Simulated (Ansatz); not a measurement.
`CC(C)(C)OS(=O)(=O)CC(F)(F)C(F)F`. Charge 0, multiplicity 1. Geometry r2SCAN-D4/def2-SVP.

| atom | x (Å) | y (Å) | z (Å) |
| --- | --- | --- | --- |
| C1 | 2.618 | -0.524 | -0.674 |
| C2 | 1.592 | 0.546 | -0.324 |
| C3 | 1.340 | 1.500 | -1.481 |
| C4 | 1.950 | 1.296 | 0.953 |
| O5 | 0.272 | -0.127 | -0.187 |
| S6 | -0.187 | -0.828 | 1.199 |
| O7 | -0.657 | 0.161 | 2.162 |
| O8 | 0.790 | -1.832 | 1.621 |
| C9 | -1.602 | -1.716 | 0.519 |
| C10 | -2.584 | -0.977 | -0.375 |
| F11 | -3.642 | -1.826 | -0.563 |
| F12 | -2.051 | -0.730 | -1.593 |
| C13 | -3.188 | 0.333 | 0.145 |
| F14 | -3.607 | 0.142 | 1.415 |
| F15 | -2.276 | 1.321 | 0.114 |
| H16 | 3.595 | -0.054 | -0.870 |
| H17 | 2.307 | -1.070 | -1.578 |
| H18 | 2.729 | -1.242 | 0.151 |
| H19 | 1.011 | 0.943 | -2.371 |
| H20 | 0.555 | 2.223 | -1.214 |
| H21 | 2.264 | 2.046 | -1.726 |
| H22 | 1.153 | 1.998 | 1.235 |
| H23 | 2.880 | 1.861 | 0.785 |
| H24 | 2.119 | 0.604 | 1.792 |
| H25 | -1.196 | -2.565 | -0.051 |
| H26 | -2.134 | -2.088 | 1.407 |
| H27 | -4.051 | 0.608 | -0.491 |

Q: Estimate the orbital energies around the gap (eV) in Ansatz with HF/6-31G, PBE-D4/def2-SVP, PBE-D4/def2-TZVP, r2SCAN-D4/def2-TZVP, PBE0-D4/def2-SVP.

A: 
```csv
orbital,HF/6-31G,PBE-D4/def2-SVP,PBE-D4/def2-TZVP,r2SCAN-D4/def2-TZVP,PBE0-D4/def2-SVP
HOMO−13,-16.94,-9.74,-9.98,-10.41,-11.77
HOMO−12,-16.62,-9.62,-9.76,-10.31,-11.58
HOMO−11,-15.74,-9.45,-9.74,-10.17,-11.49
HOMO−10,-15.34,-9.37,-9.65,-10.12,-11.24
HOMO−9,-14.94,-9.07,-9.21,-9.60,-10.77
HOMO−8,-14.85,-8.93,-9.04,-9.42,-10.51
HOMO−7,-14.48,-8.73,-8.86,-9.24,-10.38
HOMO−6,-14.41,-8.70,-8.84,-9.20,-10.31
HOMO−5,-14.12,-8.11,-8.32,-8.70,-9.96
HOMO−4,-13.82,-8.03,-8.27,-8.66,-9.79
HOMO−3,-13.29,-7.81,-8.05,-8.40,-9.48
HOMO−2,-13.14,-7.40,-7.63,-7.97,-9.07
HOMO−1,-12.85,-7.31,-7.58,-7.95,-9.01
HOMO,-12.57,-6.58,-6.83,-7.20,-8.32
LUMO,4.52,0.02,-0.25,0.09,1.07
LUMO+1,4.75,0.14,-0.15,0.19,1.16
LUMO+2,5.45,0.55,-0.02,0.47,1.48
LUMO+3,5.84,0.95,0.47,0.95,1.96
LUMO+4,6.14,1.16,0.72,1.24,2.20
LUMO+5,6.50,1.38,0.89,1.44,2.42
```
